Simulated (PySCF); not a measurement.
Solvent effects on NMR parameters

Numbering as in the mapped SMILES `[CH3:1]/[CH:2]=[C:3](/[CH2:4][C:5]#[N:6])[C:7](=[O:8])[O-:9]`. Hydrogens are named by the atom that carries them.

GIAO PBE0/pcSseg-1 in PySCF 2.14 on one PBE0-D3(BJ)/def2-SVP conformer, non-relativistic, equivalent nuclei averaged. Solvents enter as an IEF-PCM continuum (cyclohexane with ε = 2.0, dimethylsulfoxide with ε = 46.8) around the gas-phase geometry. Shifts are referred to TMS computed in the same medium.

In cyclohexane, δ in ppm: C7 169.1, C3 142.6, C2 133.4, C5 130.5, C4 25.5, C1 16.6, H(C2) 5.99, H(C4) 3.58, H(C1) 2.68. Dipole moment 4.67 D.

(1) How does each δ change in the more polar medium?

(2) Which nuclei move most (in ppm), and what does the model miss?

## Answers

(1) 
```
atoms                               environment  Δδ, dimethylsulfoxide
   C7                        carboxylate carbon                   +2.8
   C3                α carbon of a C=C–C=O unit                   -1.9
   C2                β carbon of a C=C–C=O unit                   +5.9
   C5                            nitrile carbon                   +1.5
   C4                           allylic sp3 CH2                   +0.5
   C1                     allylic methyl carbon                   +0.5
H(C2)  hydrogen on a β carbon of a C=C–C=O unit                  +0.35
H(C4)            hydrogen on an allylic sp3 CH2                  +0.05
H(C1)      hydrogen on an allylic methyl carbon                  +0.05
```

Changes are relative to cyclohexane. The dipole moment becomes 5.59 D in dimethylsulfoxide.

(2) C2 (β carbon of a C=C–C=O unit, +5.9 ppm) in dimethylsulfoxide. A continuum only polarises the solute; specific hydrogen bonds, the anisotropy of aromatic solvents and changes of geometry or conformer are outside it, as are counter-ions.
